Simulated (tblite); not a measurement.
Parent: `[CH3:1]/[C:2]([SiH3:3])=[C:4](\[CH3:5])[Cl:6]`, C4H9ClSi.

The geometries are computed with GFN2-xTB (gas phase). One conformer each, not checked by frequencies here.

```json
{"coordinate of the parent": "C1–C2", "value": "1.504 Å"}
{"coordinate of the parent": "C2–Si3", "value": "1.892 Å"}
{"coordinate of the parent": "C2=C4", "value": "1.329 Å"}
{"coordinate of the parent": "C4–C5", "value": "1.492 Å"}
{"coordinate of the parent": "C4–Cl6", "value": "1.742 Å"}
{"coordinate of the parent": "C1–C2–Si3", "value": "120.1°"}
{"coordinate of the parent": "C1–C2–C4", "value": "120.6°"}
{"coordinate of the parent": "Si3–C2–C4", "value": "119.3°"}
{"coordinate of the parent": "C2–C4–C5", "value": "129.1°"}
{"coordinate of the parent": "C2–C4–Cl6", "value": "117.9°"}
{"coordinate of the parent": "C5–C4–Cl6", "value": "113.0°"}
```

Question: How does the shared frame change in `[CH3:1][CH2:2][CH2:3]/[C:4]([Cl:5])=[C:6](/[CH3:7])[SiH3:8]` with C1–C2–C3–C4 180°, C2–C3–C4–Cl5 -78°, C6H13ClSi? Atoms pair as C1 = C7, C2 = C6, Si3 = Si8, C4 = C4, C5 = C3, Cl6 = Cl5 (parent first).

Answer: 
```tsv
parent	relative	value in the relative	change
C1–C2	C7–C6	1.500 Å	-0.004
C2–Si3	C6–Si8	1.893 Å	+0.001
C2=C4	C6=C4	1.328 Å	-0.001
C4–C5	C4–C3	1.495 Å	+0.003
C4–Cl6	C4–Cl5	1.753 Å	+0.011
C1–C2–Si3	C7–C6–Si8	115.6°	-4.5
C1–C2–C4	C7–C6–C4	123.1°	+2.5
Si3–C2–C4	Si8–C6–C4	121.3°	+2.0
C2–C4–C5	C6–C4–C3	126.6°	-2.5
C2–C4–Cl6	C6–C4–Cl5	121.6°	+3.7
C5–C4–Cl6	C3–C4–Cl5	111.8°	-1.2
```

Of the parent's bonds, C4–Cl6 changes most (+0.011 Å). Bonds of the relative outside the shared frame: C1–C2 1.523, C2–C3 1.533 Å.

Question: How does the shared frame change in `[CH3:1]/[C:2]([SiH3:3])=[C:4](/[Cl:5])[CH2:6][CH2:7][OH:8]` with C2–C4–C6–C7 -96°, C4–C6–C7–O8 66°, C6–C7–O8–H -58°, C5H11ClOSi? Atoms pair as C1 = C1, C2 = C2, Si3 = Si3, C4 = C4, C5 = C6, Cl6 = Cl5 (parent first).

Answer: 
```json
{"parent": "C1–C2", "relative": "C1–C2", "value in the relative": "1.501 Å", "change": "-0.003"}
{"parent": "C2–Si3", "relative": "C2–Si3", "value in the relative": "1.896 Å", "change": "+0.004"}
{"parent": "C2=C4", "relative": "C2=C4", "value in the relative": "1.330 Å", "change": "+0.001"}
{"parent": "C4–C5", "relative": "C4–C6", "value in the relative": "1.498 Å", "change": "+0.006"}
{"parent": "C4–Cl6", "relative": "C4–Cl5", "value in the relative": "1.747 Å", "change": "+0.005"}
{"parent": "C1–C2–Si3", "relative": "C1–C2–Si3", "value in the relative": "117.7°", "change": "-2.4"}
{"parent": "C1–C2–C4", "relative": "C1–C2–C4", "value in the relative": "122.7°", "change": "+2.1"}
{"parent": "Si3–C2–C4", "relative": "Si3–C2–C4", "value in the relative": "119.6°", "change": "+0.3"}
{"parent": "C2–C4–C5", "relative": "C2–C4–C6", "value in the relative": "129.7°", "change": "+0.6"}
{"parent": "C2–C4–Cl6", "relative": "C2–C4–Cl5", "value in the relative": "117.4°", "change": "-0.5"}
{"parent": "C5–C4–Cl6", "relative": "C6–C4–Cl5", "value in the relative": "112.8°", "change": "-0.2"}
```

Of the parent's bonds, C4–C5 and C4–Cl6 change most and about equally (+0.005 to +0.006 Å). Bonds of the relative outside the shared frame: C6–C7 1.539, C7–O8 1.404 Å.

Question: How does the shared frame change in `[CH3:1]/[C:2]([SiH3:3])=[C:4](\[Cl:5])[CH2:6][CH:7]([F:8])[F:9]` with C2–C4–C6–C7 -104°, C4–C6–C7–F8 65°, C5H9ClF2Si? Atoms pair as C1 = C1, C2 = C2, Si3 = Si3, C4 = C4, C5 = C6, Cl6 = Cl5 (parent first).

Answer: 
```
   parent   relative  value in the relative  change
    C1–C2      C1–C2                1.497 Å  -0.007
   C2–Si3     C2–Si3                1.901 Å  +0.009
    C2=C4      C2=C4                1.326 Å  -0.003
    C4–C5      C4–C6                1.498 Å  +0.006
   C4–Cl6     C4–Cl5                1.757 Å  +0.015
C1–C2–Si3  C1–C2–Si3                 115.5°    -4.6
 C1–C2–C4   C1–C2–C4                 122.7°    +2.1
Si3–C2–C4  Si3–C2–C4                 121.7°    +2.4
 C2–C4–C5   C2–C4–C6                 126.5°    -2.6
C2–C4–Cl6  C2–C4–Cl5                 122.3°    +4.4
C5–C4–Cl6  C6–C4–Cl5                 111.2°    -1.8
```

Of the parent's bonds, C4–Cl6 changes most (+0.015 Å). Bonds of the relative outside the shared frame: C6–C7 1.524, C7–F8 1.356, C7–F9 1.355 Å.
